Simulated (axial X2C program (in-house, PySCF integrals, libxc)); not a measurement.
What spin–orbit coupling does to FeN⁺

All values were computed with an axial X2C code built on PySCF integrals. Spin-free means the one-electron spin-free X2C Hamiltonian; two-component (2c) means X2C with spin–orbit coupling and atomic mean-field two-electron Coulomb and Gaunt terms, so the difference of the two also holds small scalar two-electron terms. Basis: Fe dyall-v3z [9s10p6d3f2g], N dyall-v3z [6s6p2d1f] (cores contracted in-house); Gaussian nuclei, density fitting, unrestricted open shells. Masses: Fe 55.935 u, N 14.003 u.

Spin-free state: M_S = 1, Λ = 1 (beyond evenly filled blocks: σα, π+β, δ+α, δ-α); fragments Fe+ + N.

```
level  Re (Å)  ωe (cm⁻¹)  De (eV)  μ (D)
 PBE0   1.826      519.1    1.413  -3.40
  PBE   1.669      659.5    2.644  -2.83
TPSSh   1.768      561.8    1.715  -3.32
```

Dipoles are positive if N is the positive end and refer to the centre of mass.

Two-component determinant lowest at the distance of the search:

Ω = 2 (⟨Sz⟩ = 1.00, ⟨Lz⟩ = 1.00 at PBE0); fragments Fe+ + N.

```json
{"level": "PBE0", "Re (Å)": "1.826", "ωe (cm⁻¹)": "518.9", "μ (D)": "-3.40"}
{"level": "PBE", "Re (Å)": "1.670", "ωe (cm⁻¹)": "658.3", "μ (D)": "-2.83"}
{"level": "TPSSh", "Re (Å)": "1.769", "ωe (cm⁻¹)": "561.5", "μ (D)": "-3.32"}
```

Q: From the two tables, how do the constants change at the PBE0 level (2c against spin-free)?

A: At the PBE0 level Re is unchanged within 0.001 Å and ωe is unchanged to within 0.2 cm⁻¹.

One determinant describes the state; a PBE0 search over occupations chose it and may have missed a lower one. Dissociation energies refer to the lowest single-determinant-based atoms at the same level and basis. De is not given where an atomic determinant may have missed its ground term or J level, or where the truncated virtual space spoils (T). Density functionals use the spin component along the axis (collinear). PBE0 can misorder states that lie within some tenths of an eV, so this need not be the ground state of the molecule. The nearest other spin-free determinant of the search, M_S = 3, Λ = 1, lies 0.44 eV up at the distance of the search. Without a current term, density functionals place determinants with orbital angular momentum somewhat too high. With several unpaired electrons one determinant need not be a pure state. A state of lower Ω lies just above, and one determinant can place such states too high, so the state shown need not be the lowest. The search has Ω = 0 only 0.05 eV up. Open-shell Ω = 0 determinants with evenly filled partner blocks cannot be reached by this program, so the Ω shown need not be the lowest component. At some level and bond length an empty orbital lies below a filled one. The determinant is spin-polarised beyond a pure state at some levels (its spin-free form has ⟨S²⟩ too high), which makes Re and μ there less reliable.
